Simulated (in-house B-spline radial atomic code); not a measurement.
Results of a calculation; reference values are marked as such.
# What the choice of pseudopotential does to G0W0 on PBE: Au

All numbers come from an all-electron radial atomic-structure program (B-spline basis), non-relativistic (model numbers for so heavy an element), configuration [Xe] 4f14 5d10 6s1, open shells at high spin. Semilocal Troullier-Martins pseudo-atoms, one channel per l, are made with PBE or LDA for several valence sets and radii, with or without a model core, and set against the all-electron atom. One channel fits only the lowest state of its l, so a second state of that l is approximate. All electrons give 6s up: PBE -4.423 eV, G0W0 -7.442 eV. Potentials are made in the ion's own configuration unless the neutral atom is named, and a smooth local potential serves every l without a channel. Potentials that miss their own reference levels by more than 6 millihartree, or need radii over 3.5 bohr, are left out. Columns give pseudo minus all-electron, in eV; a dash marks a level in the core or of low weight.

```json
{"valence": "5p 5d 6s", "made with": "PBE", "radii (bohr)": "s 2.16 p 0.80 d 0.97", "model core (bohr)": "none", "6s up PBE": "0.00", "6s up G0W0": "-0.50"}
{"valence": "5p 5d 6s", "made with": "PBE", "radii (bohr)": "s 2.43 p 0.90 d 1.09", "model core (bohr)": "none", "6s up PBE": "0.00", "6s up G0W0": "-0.48"}
{"valence": "5p 5d 6s", "made with": "PBE", "radii (bohr)": "s 2.70 p 0.99 d 1.22", "model core (bohr)": "none", "6s up PBE": "0.00", "6s up G0W0": "-0.49"}
{"valence": "5p 5d 6s", "made with": "PBE", "radii (bohr)": "s 2.16 p 0.80 d 0.97", "model core (bohr)": "0.80", "6s up PBE": "0.00", "6s up G0W0": "-0.50"}
{"valence": "5p 5d 6s", "made with": "PBE", "radii (bohr)": "s 2.43 p 0.90 d 1.09", "model core (bohr)": "0.80", "6s up PBE": "0.00", "6s up G0W0": "-0.48"}
{"valence": "5p 5d 6s", "made with": "PBE", "radii (bohr)": "s 2.70 p 0.99 d 1.22", "model core (bohr)": "0.80", "6s up PBE": "0.00", "6s up G0W0": "-0.48"}
{"valence": "5p 5d 6s", "made with": "PBE", "radii (bohr)": "s 3.10 p 1.15 d 1.40", "model core (bohr)": "0.80", "6s up PBE": "0.00", "6s up G0W0": "-0.53"}
{"valence": "5p 5d 6s", "made with": "PBE", "radii (bohr)": "s 3.40 p 1.29 d 1.58", "model core (bohr)": "0.80", "6s up PBE": "+0.01", "6s up G0W0": "-0.57"}
{"valence": "5s 5p 5d 6s", "made with": "PBE", "radii (bohr)": "s 1.22 p 1.29 d 1.58", "model core (bohr)": "none", "6s up PBE": "-0.15", "6s up G0W0": "-0.21"}
{"valence": "5s 5p 5d 6s", "made with": "PBE", "radii (bohr)": "s 0.94 p 0.99 d 1.22", "model core (bohr)": "0.77", "6s up PBE": "-0.10", "6s up G0W0": "-0.14"}
{"valence": "5s 5p 5d 6s", "made with": "PBE", "radii (bohr)": "s 1.22 p 1.29 d 1.58", "model core (bohr)": "0.77", "6s up PBE": "-0.15", "6s up G0W0": "-0.21"}
{"valence": "5s 5p 4f 5d 6s", "made with": "PBE", "radii (bohr)": "s 1.22 p 1.29 d 1.58 f 1.63", "model core (bohr)": "none", "6s up PBE": "-0.15", "6s up G0W0": "-0.17"}
{"valence": "5s 5p 4f 5d 6s", "made with": "PBE", "radii (bohr)": "s 1.22 p 1.29 d 1.58 f 1.63", "model core (bohr)": "0.58", "6s up PBE": "-0.15", "6s up G0W0": "-0.17"}
```

Q: How does the G0W0 shift of 6s up, which all sets hold, depend on the valence set?

A: Mean size: 5s 5p 4f 5d 6s: 0.17 eV; 5s 5p 5d 6s: 0.18 eV; 5p 5d 6s: 0.50 eV. A semicore state feels strong exchange with the other subshells of its n, so the gain is largest when that whole shell is in the valence. The means mix radii and the functional used in making the potentials.
